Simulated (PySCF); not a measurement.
In(OH)(SeH)2 (H3InOSe2), SMILES [OH][In]([SeH])[SeH]. Geometry optimised at B3LYP-D3(BJ)/def2-SVP. The structure was generated by enumeration; whether it is a known compound was not checked. The def2 effective core potentials stand for the cores of In; spin–orbit coupling is left out. One conformer was computed; it need not be the lowest.

Computed equilibrium geometry at B3LYP-D3(BJ)/def2-SVP (PySCF confirms it by a frequency run) as bond lengths and angles, and its point group (one conformer of several):
point group Cs.
Atoms: In1 O2 H3 Se4 H5 Se6 H7. Bonded distances (Å): In1–O2 2.007, In1–Se4 2.542, In1–Se6 2.526, O2–H3 0.968, Se4–H5 1.478, Se6–H7 1.477. Angles (°): O2–In1–Se4 121.9, O2–In1–Se6 114.3, Se4–In1–Se6 123.8, In1–O2–H3 112.9, In1–Se4–H5 91.6, In1–Se6–H7 91.2.
